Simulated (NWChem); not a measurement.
Species: BF

Results from NWChem. All runs use the structure optimised with PBE-D3(BJ)/def2-SVP. Ions are spin-unrestricted doublets at the neutral geometry; other ion states weren't tried.

```tsv
level	basis functions	vertical ionisation energy, ΔSCF (eV)	−ε(HOMO) (eV)	ΔSCF minus −ε(HOMO) (eV)
PBE0/cc-pVDZ	28	10.94	7.91	3.03
PBE0/aug-cc-pVDZ	46	10.99	8.09	2.90
PBE0/cc-pVTZ	60	10.95	8.02	2.93
PBE0/aug-cc-pVTZ	92	10.96	8.08	2.88
PBE0/cc-pVQZ	110	10.95	8.05	2.90
```
